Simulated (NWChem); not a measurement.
System: ZnSH, doublet; SMILES [SH][Zn]

In the optimisation the excess spin sits in a' (Cs, its own frame). This spin state was assumed; another may lie lower.

Question: Give the equilibrium geometry at B3LYP/6-31G* (spherical d), spin-unrestricted (NWChem) as an XYZ file, with the point group.

Answer: point group Cs; any orientation.
```
3

Zn    -0.0023     0.7760     0.0000
S     -0.0726    -1.4643     0.0000
H      1.2714    -1.6248     0.0000
```
